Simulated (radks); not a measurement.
Ionisation of the arsenic ion As4+, [Ar] 3d10 4s1, to [Ar] 3d10 as the strength of local exchange is varied. Method: Dirac Kohn-Sham, Slater X-alpha exchange (alpha = 2/3 is LDA exchange), no correlation, spin-unpolarised, spherical densities, finite nucleus; Fermi nuclear charge, rms radius 4.0968 fm; computed with a radial shooting solver on a logarithmic mesh with Libxc functionals.

| alpha | E(As4+) (hartree) | exchange (hartree) | IE (eV) | -e of the level emptied (eV) | <r> of it (bohr) |
|---|---|---|---|---|---|
| 0.667 | -2251.20991 | -76.47981 | 62.419 | 56.032 (4s1/2) | 1.677 |
| 0.834 | -2270.43621 | -96.40400 | 64.836 | 58.534 (4s1/2) | 1.643 |
| 0.902 | -2278.30934 | -104.60532 | 65.827 | 59.564 (4s1/2) | 1.629 |
| 0.963 | -2285.39387 | -112.00587 | 66.719 | 60.494 (4s1/2) | 1.617 |
| 0.983 | -2287.72117 | -114.44123 | 67.012 | 60.800 (4s1/2) | 1.613 |

NIST Atomic Spectra Database: 62.8 eV (measured). The Delta-SCF value meets it near alpha = 0.69. Spin polarisation and multiplet splitting are left out, so open shells lie too high by an amount that depends on their filling.

Beside tabulated values, note that spin-unpolarised runs miss the spin-polarisation part of the exchange energy of open shells.
